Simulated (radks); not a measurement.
The numbers below are computed, except where a source is named.
Problem. These are the eigenvalues of the occupied orbitals of an atom or ion with whole-number occupations (eV). Level of theory: scalar-relativistic Kohn-Sham, r2SCAN, spin-polarised, spherical densities, finite nucleus; meta-GGA in the generalised Kohn-Sham scheme; Fermi nuclear charge, rms radius of each element as measured or else 0.836 A^(1/3) + 0.57 fm (a radial shooting solver on a logarithmic mesh with Libxc functionals).

| orbital | eigenvalue |
|---|---|
| 1s up | -292.5977 |
| 1s down | -291.9263 |
| 2s up | -27.4036 |
| 2s down | -24.9406 |
| 2p up | -17.7640 |

Which element is it, and in what charge state? The configuration may be excited. Open shells, if any, are filled with parallel spins first.

Solution. Z = 6, carbon, charge +1: C+ in [He] 2s2 2p1. The list shows which subshells hold electrons but not how many an open one holds; the 1s level, -10.753 hartree, gives Z - s = 4.6 by -(Z - s)^2/2, which with screening and relativity narrows Z to a few neighbours, and the depths of the outer levels then fix element, charge and occupations together.
